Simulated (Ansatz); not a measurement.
Cost and result for the atomization energy of Cl3H2InSe, SMILES `[Cl][In-]([Cl])([Cl])[SeH2+]` (7 atoms, 6 bonds).

Charge 0, multiplicity 1. Correlated methods include outer-core shells of In, Se, which these sets cover unevenly. Scalar relativity is left out up to krypton. In takes the def2 core potential. The structure was optimised at the PBE0-D4/def2-TZVP level. It is one conformer, not always the lowest. Program: Ansatz. All runs use 4 threads of an Intel Xeon Platinum 8259CL on a shared host. Times are those of one run each, without the atoms' runs, and a repeat can differ threefold. Electronic energies, without spin–orbit coupling; frozen cores. CCSD(T)/CBS adds CCSD(T) − MP2 in def2-TZVPP to the MP2 limit, and its time is that of the two runs behind it. T1 = 0.011. With those shells the extrapolation isn't a true limit. HSE06 is the plane-wave form, built on full-range PBE exchange.

CCSD(T)/CBS is a level of theory with its own doubt, some kJ/mol a heavy atom from the limit and from the frozen cores, so smaller differences don't rank the functionals.

```csv
level,functions,atomization (kcal/mol),difference from CCSD(T)/CBS,per bond
HSE06-D4/def2-TZVPP,252,415.4,-8.8,-1.5
MP2/def2-QZVPP,441,426.3,2.1,0.4
revPBE-D4/def2-TZVPP,252,405.5,-18.7,-3.1
CCSD(T)/CBS(def2),–,424.2,0.0,0.0
PBE-QIDH/def2-TZVPP,252,415.8,-8.4,-1.4
CCSD(T)/def2-TZVPP,252,406.0,-18.2,-3.0
ωB97X-V/def2-TZVPP,252,421.6,-2.6,-0.4
CCSD(T)/def2-SVP,122,383.8,-40.4,-6.7
PBE0-D4/def2-TZVPP,252,415.3,-8.9,-1.5
r2SCANh-D4/def2-TZVPP,252,418.7,-5.5,-0.9
BLYP-D4/def2-TZVPP,252,402.2,-22.0,-3.7
LDA (SPW92)/def2-TZVPP,252,482.1,57.9,9.7
ωB97M-V/def2-TZVPP (with forces),252,418.6,-5.6,-0.9
```

Task: Order the runs by time, with rough figures. (An estimate is asked.)

Result: The calculation gave: BLYP-D4/def2-TZVPP 2.2 s; revPBE-D4/def2-TZVPP 2.6 s; PBE0-D4/def2-TZVPP 5.5 s; LDA (SPW92)/def2-TZVPP 5.5 s; HSE06-D4/def2-TZVPP 6 s; r2SCANh-D4/def2-TZVPP 7.5 s; PBE-QIDH/def2-TZVPP 8 s; CCSD(T)/def2-SVP 9.5 s; ωB97X-V/def2-TZVPP 11 s; ωB97M-V/def2-TZVPP (with forces) 15 s; MP2/def2-QZVPP 25 s; CCSD(T)/def2-TZVPP 3.8 min; CCSD(T)/CBS(def2) 4.2 min.

From PBE to PBE0 (25 % exact exchange), in def2-TZVPP and without D4, the atomization energy moves by −3.6 kcal/mol: exact exchange takes away binding that semilocal exchange gives to molecules. At CCSD(T), def2-SVP lies −40.4 kcal/mol from the extrapolated value and def2-TZVPP −18.2 kcal/mol: correlation converges slowly with the basis, and small sets miss more of it in the bonded molecule than in its fragments. The D4 term adds +10.3 kcal/mol with B3LYP and +5.6 kcal/mol with PBE0; it sums over pairs of atoms, weighted by their polarisabilities, and B3LYP, whose exchange is more repulsive, gets the larger term.

B3LYP here is the variant with VWN-RPA as its local correlation; programs differ in this.

Spin–orbit coupling would lower the free In atoms strongly, and the atomization energy with them, by more than many differences here. For some Ge, Se and Sn compounds the MP2-based and the directly extrapolated limit differ by 10 to 25 kJ/mol.
